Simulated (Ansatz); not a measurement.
`[CH3][Al]([F])[SiH2]F` and `[CH3][Al]([F])[CH2]F` differ in one atom or group.

Ansatz, PBE0-D4/def2-TZVP geometries, multiplicity 1. Each molecule was computed in one conformer, which needn't be the lowest.

```tsv
property	`[CH3][Al]([F])[SiH2]F`
LUMO energy (B3LYP/def2-TZVPP) / eV	-1.75
LUMO energy (PBE/def2-TZVPP) / eV	-2.29
HOMO energy (B3LYP/def2-TZVPP) / eV	-7.42
HOMO–LUMO gap (PBE/def2-TZVPP) / eV	4.14
HOMO energy (PBE0/def2-TZVPP) / eV	-7.62
LUMO energy (PBE0/def2-TZVPP) / eV	-1.55
```

Problem. Give the same properties after the change, and the shifts. (Best estimate.)

Solution. The calculation gave: 
```csv
property,`[CH3][Al]([F])[CH2]F`,shift
LUMO energy (B3LYP/def2-TZVPP) / eV,-0.85,0.90
LUMO energy (PBE/def2-TZVPP) / eV,-1.36,0.93
HOMO energy (B3LYP/def2-TZVPP) / eV,-7.64,-0.22
HOMO–LUMO gap (PBE/def2-TZVPP) / eV,5.06,0.92
HOMO energy (PBE0/def2-TZVPP) / eV,-7.85,-0.23
LUMO energy (PBE0/def2-TZVPP) / eV,-0.58,0.97
```

With PBE0 the HOMO falls by 0.23 eV and the LUMO rises by 0.97 eV, so the gap widens by about 1.20 eV. PBE moves the HOMO by 0.02 eV and ωB97M-V by -0.47 eV.

B3LYP here is the variant with VWN-RPA as its local correlation; programs differ in this.
